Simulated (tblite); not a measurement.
C4H5O2P.
Structure used (GFN2-xTB), in Å, numbered top down from 1:
```xyz
12
C4H5O2P angstrom
C     -2.3333   -0.0419    0.0608
O     -1.2887    0.8255    0.4336
C     -0.0566    0.3158    0.2710
O      0.9283    1.1487    0.6119
C      2.1270    0.5681    0.4202
C      2.0896   -0.6937   -0.0593
P      0.4233   -1.2385   -0.3066
H     -2.3102   -0.9581    0.6605
H     -2.2518   -0.3139   -0.9971
H     -3.2590    0.5004    0.2395
H      2.9756    1.1780    0.6710
H      2.9568   -1.2913   -0.2669
```

Computed values, GFN2-xTB/tblite, gas phase, harmonic and unscaled. Against measured fundamentals such values can be off by several per cent, at times by over 20. One conformer, not necessarily the lowest.

Harmonic wavenumbers (cm⁻¹): 107.2, 165.9, 202.1, 269.4, 439.3, 467.9, 536.3, 542.6, 720.6, 747.6, 748.7, 807.4, 857.7, 1041.5, 1065.8, 1106.5, 1122.9, 1147.5, 1206.6, 1280.3, 1335.0, 1403.6, 1446.0, 1464.8, 1514.6, 2923.9, 2941.0, 3037.8, 3130.9, 3148.5.

A = 4693, B = 1993, C = 1411 MHz; mass 116.003 u (most abundant isotopes); point group Cs, symmetry number 1.

Task: Zero-point energy?

Result: ½Σν̃ = 18465 cm⁻¹ = 220.89 kJ/mol.

Task: Entropy at 400 K, 1 bar (ideal gas, RRHO, classical rotation)?

Result: Translation 174.25, rotation 119.10, vibration 84.23: S = 377.6 J/(mol K).

Task: And Cp and H(400 K) − H(0)?

Result: Cp = 136.93 J/(mol K), of which vibrations give 103.67 (their classical limit is 30 R = 249.4); H(400 K) − H(0) = 32.71 kJ/mol without the zero-point energy, 19.40 from vibrations.

Task: Blend soft modes into free rotors: weight 1/[1 + (100 cm⁻¹/ν̃)⁴] for the oscillator and the rest for a rotor with moment μB/(μ + B), μ = h/(8π²ν), B = 10⁻⁴⁴ kg m². What vibrational entropy results?

Result: 82.53 J/(mol K) in place of 84.23, which changes −T·S at 400 K by +0.68 kJ/mol.

Task: What must be added to the electronic energy to get the Gibbs energy at 400 K and 1 bar?

Result: ZPE + [H(400 K) − H(0)] − T·S = 220.89 + 32.71 − 151.03 = 102.57 kJ/mol.

Hindered rotation and anharmonicity are outside this model. Other conformers, if any are populated, would add a mixing term that is left out.
